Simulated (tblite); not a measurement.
Problem. What does the GFN2-xTB structure of InChI=1S/C5H4FO2/c1-7-4-2-5(6)8-3-4/h3H,1H3 look like in three dimensions? (Doublet state.)

Solution. 
Z-matrix in Å and degrees, rows numbered from 1:
```
C 
O   1  1.4106
C   2  1.3414  1  115.85
C   3  1.4169  2  125.02  1   179.82
C   4  1.3469  3  107.38  2  -179.96
F   5  1.3198  4  131.92  3   179.98
O   5  1.3395  4  111.11  3    -0.02
C   7  1.3677  5  106.10  4     0.03
H   1  1.0942  2  111.08  3   -60.70
H   1  1.0942  2  111.10  3    61.03
H   1  1.0881  2  105.98  3  -179.83
H   8  1.0700  3  132.79  2    -0.04
```

C5 (carbon bonded to C, F and O) is planar (angles 131.9°, 117.0° and 111.1°, sum 360.0°, 0.00 Å off the plane of its three neighbours). C4 (carbon bonded to 2 C) is bent (angle 107.4°). C3 (carbon bonded to 2 C and O) is planar (angles 130.4°, 125.0° and 104.5°, sum 360.0°, 0.00 Å off the plane of its three neighbours). The 8 heavy atoms lie in one plane (0.001 Å rms).

Structure optimised with GFN2-xTB, isolated species. This method treats the open shell by occupation alone, without spin polarisation.

Point group: Cs (every atom within 0.08 Å of its image). Its GFN2-xTB frequencies are all real (lowest 83 cm⁻¹). Torsions: C1–O2–C3–C4 180°.

On an Arm Neoverse V2 with one thread, on a shared host, this took under 0.1 s wall. This is the geometry optimisation.

One conformer stands for the species.

All values are computed, not measured.
